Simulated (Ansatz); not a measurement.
Input for Ansatz (an electronic-structure program): R-CCSD(T)/def2-SVP on F4Zr (SMILES [F][Zr]([F])([F])[F]). Elements past Kr take the def2 small-core potentials; no spin–orbit coupling.

Ansatz 0.2 input:
```yaml
crystal:
  periodic: [false, false, false]
  atoms:
    - {symbol: Zr, position_ang: [0.00000871, 0.00004228, 0.00000231]}
    - {symbol: F, position_ang: [1.10681542, 1.08742379, 1.10666351]}
    - {symbol: F, position_ang: [1.09368377, -1.10587034, -1.10131778]}
    - {symbol: F, position_ang: [-1.08840471, 1.11312001, -1.09933151]}
    - {symbol: F, position_ang: [-1.11210318, -1.09471575, 1.09398348]}
basis:
  gaussian:
    orbitals: def2-SVP
magnetization: {spin_polarized: false}
correlation: {method: ccsd_t, electrons: outside_noble_gas}
scf: {lower_state_search: off}
```

Output:

```
WARN ansatz: RAYON_NUM_THREADS=4 ignored (pool sized by the plan → 4); use --threads N
Functional definition: HF
these checks for a lower state are left out or cut short: stability, starts, cluster_reference, orbital_swaps, neighbouring_geometries, increment
integrals: 0.08 GiB planned
834 factors; integrals over basis functions are off by at most 4.3e-4 eV
mean field: 0.22 GiB planned
mean field evaluation 1: about -12083.7876 eV, gradient 5.9e1 eV
mean field evaluation 2: about -12083.8662 eV, gradient 5.9e1 eV
mean field evaluation 4: about -12089.9421 eV, gradient 1.3e0 eV
mean field evaluation 8: about -12089.9806 eV, gradient 2.0e-5 eV
mean field -12089.98064601 eV, -444.2985938576 hartree, gradient 1.2e-6 eV, S^2 0.000000; 0 other end points of the search recorded, 0 dependent functions left out
8 core orbitals not correlated
reference -12089.98064601 eV, -444.2985938576 hartree; 16, 16 occupied and 63, 63 virtual orbitals, 834 factors
second order -23.46592626 eV of doubles, -0.00000000 eV of singles
coupled cluster: 0.31 GiB planned
cycle   1  -22.48745363 eV  change    9.8e-1 eV  update   1.7e-1
cycle   2  -23.13651182 eV  change   -6.5e-1 eV  update   6.7e-2
cycle   3  -23.27200720 eV  change   -1.4e-1 eV  update   2.5e-2
cycle   4  -23.26817372 eV  change    3.8e-3 eV  update   5.0e-3
cycle   5  -23.25797845 eV  change    1.0e-2 eV  update   1.4e-3
cycle   6  -23.25824303 eV  change   -2.6e-4 eV  update   5.4e-4
cycle   7  -23.25856407 eV  change   -3.2e-4 eV  update   1.7e-4
cycle   8  -23.25847351 eV  change    9.1e-5 eV  update   5.8e-5
cycle   9  -23.25846654 eV  change    7.0e-6 eV  update   1.5e-5
perturbative correction -0.47207874 eV, -0.0173485738 hartree
Total energy: -12113.71119129 eV, -445.1706753114 hartree
Checks for a lower state left out: stability, starts, cluster_reference, orbital_swaps, neighbouring_geometries, increment
```

Self-consistency was reached.

Cost: very roughly 5 core-seconds.
